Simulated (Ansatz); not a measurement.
`C[SiH2]CCCl` → `CCCCl` + `[SiH2]`  (silylene formation by 1,1-elimination)

Calculated with Ansatz (gas phase, PBE0-D4/def2-TZVP geometries, no zero-point term in ΔE). CCSD(T)/CBS is the MP2 limit (def2-TZVPP, def2-QZVPP) plus CCSD(T) − MP2 in def2-TZVPP, frozen cores. This one scheme is used for every species. Functionals use def2-TZVPP. B3LYP here is the variant with VWN-RPA as its local correlation; programs differ in this. One conformer a species, not always the lowest.

`C[SiH2]CCCl`:

Cartesian coordinates in Å:
```
C 0.610 1.169 -1.502
Si 0.776 -0.537 -0.753
C 0.164 -0.582 1.031
C -1.296 -0.231 1.164
Cl -1.859 -0.292 2.867
H 1.160 1.908 -0.914
H 1.009 1.184 -2.519
H -0.435 1.483 -1.550
H 2.203 -0.964 -0.762
H -0.006 -1.518 -1.558
H 0.345 -1.585 1.431
H 0.772 0.107 1.626
H -1.507 0.782 0.821
H -1.933 -0.924 0.615
```

`CCCCl`:

Z-matrix (Å, degrees):
```
C
C 1 1.517
H 1 1.091 2 111.0
H 1 1.092 2 111.0 3 120.1
H 1 1.094 2 111.1 3 -120.0
C 2 1.511 1 114.0 3 61.1
H 2 1.094 1 110.4 3 -61.9
H 2 1.097 1 109.9 3 -179.2
Cl 6 1.790 2 112.2 1 -64.7
H 6 1.089 2 111.6 1 176.4
H 6 1.091 2 111.6 1 54.3
```

`[SiH2]`:

Cartesian coordinates in Å:
```
Si -0.255 0.393 0.536
H 0.330 -1.011 0.427
H -0.075 0.618 -0.963
```

```tsv
level	ΔE (kJ/mol)	difference from CCSD(T)/CBS
PBE-D4	273.7	5.2
r2SCAN-D4	291.2	22.7
ωB97X-V	276.9	8.4
ωB97M-V	265.8	-2.7
B2PLYP	262.6	-5.9
PBE	265.3	-3.2
PBE0	273.5	5.0
B3LYP	250.5	-18.0
HF/def2-TZVPP	241.8	-26.7
SCS-MP2/def2-TZVPP	267.1	-1.4
CCSD/def2-TZVPP	255.1	-13.4
HF/def2-QZVPP	242.9	-25.6
MP2/def2-QZVPP	287.3	18.8
SCS-MP2/def2-QZVPP	272.5	4.0
HF/CBS(def2)	243.0	-25.5
MP2/CBS(def2)	290.4	21.9
CCSD(T)/CBS	268.5	0
```

Largest T1 diagnostic among the species: 0.014.

From PBE to PBE0 (25 % exact exchange), in def2-TZVPP and without D4, ΔE moves by +8.2 kJ/mol. In def2-TZVPP, CCSD(T) changes the Hartree–Fock value by +18.5 kJ/mol (the triples alone add +5.2 kJ/mol) and MP2 by +40.5 kJ/mol. The D4 term adds +13.2 kJ/mol with B3LYP and +7.4 kJ/mol with PBE0; it sums over pairs of atoms, weighted by their polarisabilities, and B3LYP, whose exchange is more repulsive, gets the larger term.
